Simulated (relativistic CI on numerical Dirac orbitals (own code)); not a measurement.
## d8 in a ligand field

Computed with a parametric ligand-field model of a d^n configuration (Racah B and C, spin-orbit zeta, crystal field), exact diagonalisation.

Field parameters in Wybourne normalisation: Oh B⁴₀ = 21Dq, B⁴₄ = √(5/14) B⁴₀. The field is a parameter set, without covalency.

(1) Lowest levels for B = 340, C = 1310, ζ = 530 cm⁻¹, Oh, 10Dq = 3600 cm⁻¹?

(2) Lowest levels for B = 800, C = 3390, ζ = 820 cm⁻¹, Oh, 10Dq = 34900 cm⁻¹?

(3) Lowest levels for B = 610, C = 3070, ζ = 750 cm⁻¹, Oh, 10Dq = 21200 cm⁻¹?

(4) Lowest levels for B = 1030, C = 5010, ζ = 660 cm⁻¹, Oh, 10Dq = 22800 cm⁻¹?

(5) Lowest levels for B = 530, C = 2290, ζ = 270 cm⁻¹, Oh, 10Dq = 33550 cm⁻¹?

## Answers

(1) T2 0 (S 1.00), E 3273 (S 0.96), T1 3507 (S 1.00), T2 3895 (S 0.99), A2 4038 (S 1.00), E 5020 (S 0.39), A1 5312 (S 0.98), T1 5835 (S 1.00), T2 6426 (S 1.00) cm⁻¹, with S from ⟨S²⟩ = S(S + 1). The ground level has 2.04 electrons in the cubic e pair.

(2) T2 0 (S 1.00), E 13043 (S 0.01), A1 24387 (S 0.01), E 34683 (S 1.00), T1 34694 (S 1.00), T2 35127 (S 1.00), A2 35362 (S 1.00), T2 43671 (S 1.00), E 43758 (S 1.00) cm⁻¹, with S from ⟨S²⟩ = S(S + 1). The ground level has 2.00 electrons in the cubic e pair.

(3) T2 0 (S 1.00), E 10855 (S 0.02), A1 19710 (S 0.03), E+T1 21018 (S 1.00), T2 21426 (S 1.00), A2 21644 (S 1.00), T2 27771 (S 1.00), T1 27784 (S 1.00), A1 27855 (S 0.99) cm⁻¹, with S from ⟨S²⟩ = S(S + 1). The ground level has 2.00 electrons in the cubic e pair.

(4) T2 0 (S 1.00), E 17864 (S 0.05), T1 22646 (S 1.00), E 22717 (S 0.98), T2 23001 (S 1.00), A2 23178 (S 1.00), A1 30917 (S 0.34), T1 32691 (S 1.00), T2 32941 (S 1.00) cm⁻¹, with S from ⟨S²⟩ = S(S + 1). The ground level has 2.00 electrons in the cubic e pair.

(5) T2 0 (S 1.00), E 8768 (S 0.00), A1 16695 (S 0.00), E 33479 (S 1.00), T1 33481 (S 1.00), T2 33619 (S 1.00), A2 33691 (S 1.00), T2 39528 (S 1.00), E 39542 (S 1.00) cm⁻¹, with S from ⟨S²⟩ = S(S + 1). The ground level has 2.00 electrons in the cubic e pair.
